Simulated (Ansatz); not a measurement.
H4Si, triplet, geometry from GFN2-xTB (a higher spin typed on purpose: for a closed-shell molecule this is an excited state). Base run: B3LYP/cc-pVTZ in Ansatz (a quantum-chemistry and plane-wave program).

Here is a job for Ansatz.
Ansatz 0.2 input:
```yaml
crystal:
  periodic: [false, false, false]
  atoms:
    - {symbol: Si, position_ang: [-0.00000000, -0.00000000, -0.00000000]}
    - {symbol: H, position_ang: [0.21636537, 1.47416717, -0.01722191]}
    - {symbol: H, position_ang: [-1.34501321, 0.20450964, 0.60777848]}
    - {symbol: H, position_ang: [1.34501321, -0.20450964, -0.60777848]}
    - {symbol: H, position_ang: [-0.21636537, -1.47416717, 0.01722191]}
basis:
  gaussian:
    orbitals: cc-pVTZ
hamiltonian:
  xc: b3lyp
magnetization: {spin_polarized: true, initial_magnetization: 2}
```

Each row names what was changed in the base input (with any setting that the change needs).

| change | ΔE vs base (kcal/mol) |
|---|---|
| base | 0.000 |
| final_grid = 4, 8, 17 | -0.003 |
| lower_state_search = light | 0.000 |
| final_grid = 6, 12, 29 | 0.000 |
| fitting.mean_field = def2-universal-JKFIT | -0.021 |
| nuclear_model = gaussian | 0.110 |
| point_charge = charge:0.5 position_ang:-4.3132, 0.8684, 0.896 | -0.72 |
| accuracy = high | -0.002 |
| lower_state_search = full | 0.000 |
| forces = on | 0.000 |
| final_grid = 10, 20, 41 | 0.001 |
